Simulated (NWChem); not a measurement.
System: CH$_{4}$Cl$_{2}$OSi; SMILES OC[SiH](Cl)Cl

The following NWChem deck was run.

```
start job
memory heap 200 mb stack 900 mb global 1100 mb
geometry units angstroms noautosym nocenter noautoz
  O     -0.877086     2.450378     0.116923
  C     -1.204668     1.179337    -0.435821
  Si    -0.087499    -0.073823     0.433093
  Cl    -0.703463    -1.970167    -0.148956
  Cl     1.882625     0.220361    -0.121793
  H     -1.359144     3.135268    -0.371300
  H     -1.033447     1.130123    -1.522631
  H     -2.256891     0.900921    -0.257656
  H     -0.161476     0.002126     1.904761
end
basis spherical
  * library def2-svpd
end
dft
  xc b3lyp
  iterations 150
end
property
  response 1 0.0773
end
task dft property
```

Parts of the log:

```
             Northwest Computational Chemistry Package (NWChem) 7.3.0
             --------------------------------------------------------

                             Geometry "geometry" -> ""
                             -------------------------

 Output coordinates in angstroms (scale by  1.889725989 to convert to a.u.)

  No.       Tag          Charge          X              Y              Z
 ---- ---------------- ---------- -------------- -------------- --------------
    1 O                    8.0000    -0.87708600     2.45037800     0.11692300
    2 C                    6.0000    -1.20466800     1.17933700    -0.43582100
    3 Si                  14.0000    -0.08749900    -0.07382300     0.43309300
    4 Cl                  17.0000    -0.70346300    -1.97016700    -0.14895600
    5 Cl                  17.0000     1.88262500     0.22036100    -0.12179300
    6 H                    1.0000    -1.35914400     3.13526800    -0.37130000
    7 H                    1.0000    -1.03344700     1.13012300    -1.52263100
    8 H                    1.0000    -2.25689100     0.90092100    -0.25765600
    9 H                    1.0000    -0.16147600     0.00212600     1.90476100

 Effective nuclear repulsion energy (a.u.)     352.9729791457

                              NWChem Property Module
                              ----------------------

                                 NWChem DFT Module
                                 -----------------

 Summary of "ao basis" -> "ao basis" (spherical)
 ------------------------------------------------------------------------------
       Tag                 Description            Shells   Functions and Types
 ---------------- ------------------------------  ------  ---------------------
 O                         def2-svpd                 9       23   4s3p2d
 C                         def2-svpd                 8       20   4s2p2d
 Si                        def2-svpd                10       24   5s3p2d
 Cl                        def2-svpd                11       27   5s4p2d
 H                         def2-svpd                 4        8   2s2p

            General Information
            -------------------
          SCF calculation type: DFT
          Wavefunction type:  closed shell.
          No. of atoms     :     9
          No. of electrons :    66
           Alpha electrons :    33
            Beta electrons :    33
          Charge           :     0
          Spin multiplicity:     1
          Use of symmetry is: off; symmetry adaption is: off
          Maximum number of iterations: 150
          AO basis - number of functions:   153
                     number of shells:    65
          Convergence on energy requested:  1.00D-06
          Convergence on density requested:  1.00D-05
          Convergence on gradient requested:  5.00D-04

              XC Information
              --------------
                         B3LYP Method XC Potential
                     Hartree-Fock (Exact) Exchange  0.200
                        Slater Exchange Functional  0.800 local
                    Becke 1988 Exchange Functional  0.720 non-local
              Lee-Yang-Parr Correlation Functional  0.810
                  VWN I RPA Correlation Functional  0.190 local

             Grid Information
             ----------------
          Grid used for XC integration:  medium
          Radial quadrature: Mura-Knowles
          Angular quadrature: Lebedev.
          Tag              B.-S. Rad. Rad. Pts. Rad. Cut. Ang. Pts.
          ---              ---------- --------- --------- ---------
          O                   0.60       49          14.0       434
          C                   0.70       49          12.0       434
          Si                  1.10       88          11.0       590
          Cl                  1.00       88          13.0       590
          H                   0.35       45          14.0       434
          Grid pruning is: on
          Number of quadrature shells:   542
          Spatial weights used:  Erf1

      Superposition of Atomic Density Guess
      -------------------------------------

 Sum of atomic energies:       -1321.71451519

      Non-variational initial energy
      ------------------------------

 Total energy =   -1323.452730
 1-e energy   =   -2528.730260
 2-e energy   =     852.304551
 HOMO         =      -0.335688
 LUMO         =       0.031737

   convergence    iter        energy       DeltaE   RMS-Dens  Diis-err
 ---------------- ----- ----------------- --------- --------- ---------
 d= 0,ls=0.0,diis     1  -1325.2430517256 -1.68D+03  1.27D-02  7.77D-01
 d= 0,ls=0.0,diis     2  -1325.2227657282  2.03D-02  6.37D-03  8.87D-01
 d= 0,ls=0.0,diis     3  -1325.3218965600 -9.91D-02  9.99D-04  6.68D-02
 d= 0,ls=0.0,diis     4  -1325.3280104543 -6.11D-03  5.10D-04  4.97D-03
 d= 0,ls=0.0,diis     5  -1325.3285887557 -5.78D-04  1.13D-04  3.58D-04
  Resetting Diis
 d= 0,ls=0.0,diis     6  -1325.3286309864 -4.22D-05  2.34D-05  6.95D-06
 d= 0,ls=0.0,diis     7  -1325.3286317312 -7.45D-07  1.52D-05  1.30D-06
 d= 0,ls=0.0,diis     8  -1325.3286316411  9.01D-08  8.03D-06  1.98D-06

         Total DFT energy =    -1325.328631641076
      One electron energy =    -2531.639536598730
           Coulomb energy =      946.308750159671
    Exchange-Corr. energy =      -92.970824347751
 Nuclear repulsion energy =      352.972979145734

 Numeric. integr. density =       66.000002215719

                       DFT Final Molecular Orbital Analysis
                       ------------------------------------

 Vector   31  Occ=2.000000D+00  E=-3.304666D-01
              MO Center=  7.1D-01, -6.8D-01, -1.0D-01, r^2= 4.1D+00
   Bfn.  Coefficient  Atom+Function         Bfn.  Coefficient  Atom+Function
  ----- ------------  ---------------      ----- ------------  ---------------
   107      0.448375  5 Cl py                79      0.394217  4 Cl px
   104      0.354683  5 Cl py                76      0.311087  4 Cl px
   101      0.203281  5 Cl py                73      0.178275  4 Cl px
   108      0.126961  5 Cl pz                81     -0.119490  4 Cl pz
   105      0.100425  5 Cl pz                78     -0.094435  4 Cl pz

 Vector   32  Occ=2.000000D+00  E=-3.178408D-01
              MO Center= -3.2D-01,  5.8D-01,  3.2D-02, r^2= 4.8D+00
   Bfn.  Coefficient  Atom+Function         Bfn.  Coefficient  Atom+Function
  ----- ------------  ---------------      ----- ------------  ---------------
     7      0.283193  1 O  pz               108     -0.229862  5 Cl pz
    30     -0.216275  2 C  pz                81     -0.186099  4 Cl pz
   105     -0.179968  5 Cl pz               146      0.180305  9 H  s
   130      0.179087  7 H  s                 10      0.174761  1 O  pz
   131      0.153718  7 H  s                 78     -0.143601  4 Cl pz

 Vector   33  Occ=2.000000D+00  E=-3.081917D-01
              MO Center= -8.0D-01,  1.6D+00, -5.0D-02, r^2= 3.1D+00
   Bfn.  Coefficient  Atom+Function         Bfn.  Coefficient  Atom+Function
  ----- ------------  ---------------      ----- ------------  ---------------
     5      0.434336  1 O  px                 8      0.287253  1 O  px
     7     -0.275634  1 O  pz               138      0.225351  8 H  s
    28     -0.217504  2 C  px                10     -0.194126  1 O  pz
   139      0.176013  8 H  s                108     -0.151923  5 Cl pz
    81     -0.128113  4 Cl pz               130     -0.119150  7 H  s

 Vector   34  Occ=0.000000D+00  E=-1.982174D-02
              MO Center= -9.4D-01,  1.5D+00, -1.2D-01, r^2= 8.0D+00
   Bfn.  Coefficient  Atom+Function         Bfn.  Coefficient  Atom+Function
  ----- ------------  ---------------      ----- ------------  ---------------
    27      0.978677  2 C  s                 48      0.857061  3 Si s
    12      0.692943  1 O  py                47     -0.585653  3 Si s
    72     -0.542566  4 Cl s                 26      0.484336  2 C  s
   139     -0.446206  8 H  s                123     -0.362416  6 H  s
    11     -0.245085  1 O  px                56      0.242550  3 Si py

 Vector   35  Occ=0.000000D+00  E=-6.284627D-03
              MO Center=  4.2D-01,  1.7D-02,  2.3D-02, r^2= 7.8D+00
   Bfn.  Coefficient  Atom+Function         Bfn.  Coefficient  Atom+Function
  ----- ------------  ---------------      ----- ------------  ---------------
    27      0.908034  2 C  s                131     -0.783716  7 H  s
    48      0.715735  3 Si s                 46      0.459329  3 Si s
   109      0.420425  5 Cl px                57     -0.369055  3 Si pz
    12      0.362966  1 O  py                98     -0.330118  5 Cl s
    47      0.300729  3 Si s                 83     -0.301291  4 Cl py

 Vector   36  Occ=0.000000D+00  E= 6.375647D-03
              MO Center= -1.2D+00, -2.2D-01, -4.2D-02, r^2= 9.2D+00
   Bfn.  Coefficient  Atom+Function         Bfn.  Coefficient  Atom+Function
  ----- ------------  ---------------      ----- ------------  ---------------
    48      4.102096  3 Si s                 47     -2.090840  3 Si s
    27      1.041050  2 C  s                 72     -0.898626  4 Cl s
    99     -0.879457  5 Cl s                 26      0.863686  2 C  s
   139     -0.848328  8 H  s                  4     -0.738596  1 O  s
   131     -0.659913  7 H  s                 83     -0.605855  4 Cl py

     Multipole analysis of the density
     ---------------------------------

     L   x y z        total         alpha         beta         nuclear
     -   - - -        -----         -----         ----         -------
     0   0 0 0     -0.000000    -33.000000    -33.000000     66.000000

     1   1 0 0     -0.841907     -0.199019     -0.199019     -0.443870
     1   0 1 0      0.578199     -0.719315     -0.719315      2.016829
     1   0 0 1     -0.305159      0.287537      0.287537     -0.880232

     2   2 0 0    -37.555032   -182.455500   -182.455500    327.355969
     2   1 1 0     -3.348436      2.747912      2.747912     -8.844261
     2   1 0 1      1.273965     -2.996068     -2.996068      7.266101
     2   0 2 0    -38.013637   -260.387315   -260.387315    482.760993
     2   0 1 1     -2.810542     -1.727197     -1.727197      0.643851
     2   0 0 2    -37.767799    -37.908951    -37.908951     38.050102

 *** CALLING NEW AORESP DRIVER FOR CLOSED AND OPEN SHELLS ***
 Entering AOResponse driver routine

--------------------------------------------------------------------------------

          -----------------------------------------------
          Solving response equations for perturbing field
          -----------------------------------------------

 number of frequencies:     1
 frequency in a.u.:  0.7730000E-01
 Perturbing field: electric
 Using El. Dipole Length Gauge

 Setting up CPKS with frequency omega =      0.07730000 a.u.

                            NWChem Dynamic CPHF Module
                            --------------------------

    scftype = RHF
    nclosed =   33
      nopen =    0
  variables =     7920
  num. vecs =        3
  tolerance =   1.0D-04
  max. iter =   50

 SCF residual:    1.3619869770355576E-004

Iterative solution of linear equations
  No. of variables     7920
  No. of equations        3
  Maximum subspace       30
       Convergence  1.0D-04

   iter   nsub   residual    time
   ----  ------  --------  ---------
     1      3    2.28D+00      35.2
     2      6    8.50D-01      49.8
     3      9    4.98D-01      64.4
     4     12    5.65D-02      79.0
     5     15    1.50D-02      93.7
     6     18    1.30D-02     108.3
     7     21    9.97D-03     122.9
     8     24    5.09D-03     137.4
     9     27    2.88D-03     152.1
    10     30    1.82D-04     166.8
    11     30    3.44D-05     181.4

 Electric Dipole Response Matrix (nonzero elements):

              1        2        3
    1   76.6497   1.7943   0.6491
    2    1.7943  80.2901   0.3540
    3    0.6491   0.3540  62.6924

 ------------------------------------------
 average:        73.21075 + I       0.00000

 DFT Linear Response polarizability / au
 Frequency  =       0.0773000 / au
 Wavelength =     589.4353558 / nm
              X              Y              Z
 -----------------------------------------------
 X      76.6497174      1.7943058      0.6491320
 Y       1.7942906     80.2901064      0.3539917
 Z       0.6491257      0.3540129     62.6924303
 -----------------------------------------------
 Eigenvalues =      75.9303549     81.0437975     62.6581019
 Isotropic   =      73.2107514
 Anisotropic =      16.4367545
 -----------------------------------------------

 Magnetic Dipole Response Matrix (nonzero elements):
```

Level: B3LYP/def2-SVPD. The geometry was optimised at B3LYP/6-31G* (spherical d).
